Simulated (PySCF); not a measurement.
AlBr: everyday levels beside a composite calculation

PySCF; the state is a singlet (closed shell). The composite is CCSD(T) extrapolated to the basis-set limit from two correlation-consistent sets, with core-valence (CV) and scalar-relativistic (SR) terms as its label shows; it has no spin–orbit coupling and nothing beyond (T). Here it is CCSD(T)/CBS(TQ)+CV. It gives Re = 2.295 Å, ωe = 380 cm⁻¹ and De = 4.74 eV to Al + Br.

```csv
level,basis,relativity,Re (Å),ωe (cm⁻¹),De (eV)
RHF-SCS-MP2,x2c-SVPall,spin-free X2C,2.304,391,4.40
RHF-CCSD,def2-TZVPPD,no relativity,2.316,378,4.45
RHF-CCSD(T),def2-TZVPPD,no relativity,2.317,378,4.56
revPBE,def2-TZVPPD,no relativity,2.347,353,4.50
TPSS,x2c-SVPall,spin-free X2C,2.322,374,4.62
r²SCANh,x2c-SVPall,spin-free X2C,2.305,384,4.64
r²SCANh,def2-TZVPPD,no relativity,2.314,373,4.64
PBE0,x2c-SVPall,spin-free X2C,2.309,382,4.59
PBE0,def2-TZVPP,no relativity,2.318,371,4.61
M06-2X,def2-TZVPP,no relativity,2.328,366,4.72
```

Task: Give the difference of each row from the composite.

Result: 

```json
{"level": "RHF-SCS-MP2", "basis": "x2c-SVPall", "ΔRe (pm)": "+0.9", "Δωe (%)": "+2.9", "ΔDe (eV)": "-0.34"}
{"level": "RHF-CCSD", "basis": "def2-TZVPPD", "ΔRe (pm)": "+2.1", "Δωe (%)": "-0.5", "ΔDe (eV)": "-0.29"}
{"level": "RHF-CCSD(T)", "basis": "def2-TZVPPD", "ΔRe (pm)": "+2.2", "Δωe (%)": "-0.5", "ΔDe (eV)": "-0.18"}
{"level": "revPBE", "basis": "def2-TZVPPD", "ΔRe (pm)": "+5.2", "Δωe (%)": "-7.1", "ΔDe (eV)": "-0.24"}
{"level": "TPSS", "basis": "x2c-SVPall", "ΔRe (pm)": "+2.7", "Δωe (%)": "-1.6", "ΔDe (eV)": "-0.12"}
{"level": "r²SCANh", "basis": "x2c-SVPall", "ΔRe (pm)": "+1.0", "Δωe (%)": "+1.1", "ΔDe (eV)": "-0.10"}
{"level": "r²SCANh", "basis": "def2-TZVPPD", "ΔRe (pm)": "+1.9", "Δωe (%)": "-1.8", "ΔDe (eV)": "-0.10"}
{"level": "PBE0", "basis": "x2c-SVPall", "ΔRe (pm)": "+1.4", "Δωe (%)": "+0.5", "ΔDe (eV)": "-0.15"}
{"level": "PBE0", "basis": "def2-TZVPP", "ΔRe (pm)": "+2.3", "Δωe (%)": "-2.4", "ΔDe (eV)": "-0.13"}
{"level": "M06-2X", "basis": "def2-TZVPP", "ΔRe (pm)": "+3.3", "Δωe (%)": "-3.7", "ΔDe (eV)": "-0.02"}
```

Task: Which rows come closest in De?

Result: M06-2X in def2-TZVPP (-0.02 eV), counted from the composite.

Correlated steps freeze 14 core orbitals. Correlated levels converge slowly with the basis: in double zeta they bind strong bonds too weakly, by up to about 1 eV, and carry superposition errors of some tenths. Where the molecule has an RHF reference, its open-shell atoms are computed with UHF.
